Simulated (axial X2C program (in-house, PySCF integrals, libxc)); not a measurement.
Working with the constants of LiCs⁻

A bond curve at the BHandHLYP level, 2c, was computed with an axial X2C code built on PySCF integrals (basis Cs dyall-acv3z [16s16p10d4f1g], Li dyall-av3z [9s9p3d] (cores contracted in-house)) for the state Ω = 1/2 (⟨Sz⟩ = 0.50, ⟨Lz⟩ = 0.00 at BHandHLYP). Its fit gives Re = 4.1955 Å, ωe = 112.4 cm⁻¹, ωexe = 0.968 cm⁻¹ and αe = 1.871e-03 cm⁻¹; the masses are 132.9054 and 7.0160 u. Two-component means X2C with spin–orbit coupling and atomic mean-field Coulomb and Gaunt terms.

(1) Find the reduced mass, Be and the force constant.

(2) Estimate De from a Morse curve and compare with the computed well depth of 0.521 eV to Cs + Li-.

(3) Estimate the centrifugal constant by the Kratzer relation.

(4) Where do the fundamental and the first overtone lie?

(5) A Morse curve ties αe to the other constants (Pekeris). How well does that hold?

One determinant describes the state; a PBE0 search over occupations chose it and may have missed a lower one. De is counted from the lowest determinant-based energies of the atoms at the same level, without counterpoise correction. Density functionals use the spin component along the axis (collinear). Other states lie close and PBE0, whose exact exchange favours high spin, may order them wrongly; the determinant shown need not be the ground state. The nearest other 2c determinant of the search, Ω = 3/2, lies 0.48 eV up at the distance of the search. The highest occupied level of some functionals is positive through self-interaction error; at Hartree–Fock it is bound.

Answers

(1) From the BHandHLYP values: μ = 6.6642 u. Be = 16.8576/(μ Re²) = 0.1437 cm⁻¹. k = 5.8918×10⁻⁷ μ ωe² = 0.0496 mdyn/Å.

(2) De(Morse) = ωe²/(4ωexe) = 0.405 eV against 0.521 eV computed, a ratio of 0.78. The extrapolation falls short: long-range attraction (ionic or ion–induced dipole) or a change of character along the curve can cause this.

(3) D = 4Be³/ωe² = 9.40e-07 cm⁻¹.

(4) ν(1←0) = ωe − 2ωexe = 110.5 cm⁻¹; ν(2←0) = 2ωe − 6ωexe = 219.0 cm⁻¹.

(5) αe(Morse) = 6Be²/ωe × (√(ωexe/Be) − 1) = 1.759e-03 cm⁻¹; the BHandHLYP curve gives 1.871e-03 cm⁻¹, a ratio of 0.94.
